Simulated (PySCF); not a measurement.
# Br (bromine, neutral): UHF calculation

Configuration: [Ar] 3d10 4s2 4p5, 2P determinant. Calculation: PySCF 2.14, in cc-pVTZ-PP with ECP10MDF; a scalar-relativistic core potential.

| Property | Result |
| --- | --- |
| Total energy | -415.491391 hartree |
| One-electron energy | -729.7036 hartree |
| Hartree (Coulomb) energy | 344.0513 hartree |
| Exchange energy | -29.8391 hartree |
| ⟨S²⟩ | 0.7581 |
| ⟨L²⟩ | 2.031 |
| Sum of ⟨r⟩ | 24.26 bohr |
| Sum of ⟨r²⟩ | 39.67 bohr² |
| Traceless quadrupole moment −½Σ⟨3z² − r²⟩ along its main axis | 2.10 e·bohr² |
| Time after the integrals | 0.23 s of wall time on 1 thread of Neoverse-N1 (shared host) |

```csv
shell,electrons,mean orbital energy (eV),spread (eV),"rms radius, mean of both spins (bohr)"
3s α,1,-268.44,0,0.590
3s β,1,-268.19,0,0.590
3p α,3,-207.14,0.660,0.609
3p β,3,-206.85,0.038,0.609
3d α,5,-86.026,0.613,0.644
3d β,5,-85.850,0.288,0.644
4s α,1,-29.264,0,1.83
4s β,1,-26.360,0,1.83
4p α,3,-12.943,1.884,2.28
4p β,2,-11.759,0,2.28
```

Energies and moments cover only the electrons outside the core potential.
